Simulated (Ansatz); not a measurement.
Isomers of Ge$_{3}$Te$_{7}$ (singlet), relaxed with PBE-D4/def2-SVP; total energies from Ansatz at PBE0-D4/def2-SVP.

```csv
isomer,description,energy (Eh)
A,point group not assigned; 8 × Ge–Te 2.39 to 2.87 Å; 3 × Te–Te 2.75 to 2.84 Å; 1 × Ge–Ge 2.49 Å,-8106.02829
B,point group not assigned; 10 × Ge–Te 2.47 to 2.75 Å; 3 × Te–Te 2.89 to 3.20 Å,-8106.00020
```

In the def2 sets Te takes a core potential; there is no spin–orbit coupling.

The isomers come from a short search, and lower ones may exist.

Task: Work out the relative energies (1 Eh = 2625.5 kJ/mol) and the Boltzmann populations at 1200 K from electronic energies alone (R = 8.314 J/mol/K).

Result: ΔE: A 0.0, B 73.8 kJ/mol. RT = 9.98 kJ/mol. Factors exp(−ΔE/RT): A 1, B 0.000614; sum 1.001. Populations: A 99.9 %, B 0.1 %. Zero-point energy, vibrational entropy and symmetry numbers are left out and can shift these; an error of 4 kJ/mol changes a ratio by a factor of 1.5. Over the other density-functional and correlated levels in def2 sets, the gap between A and B ranges from 51 to 59 kJ/mol.
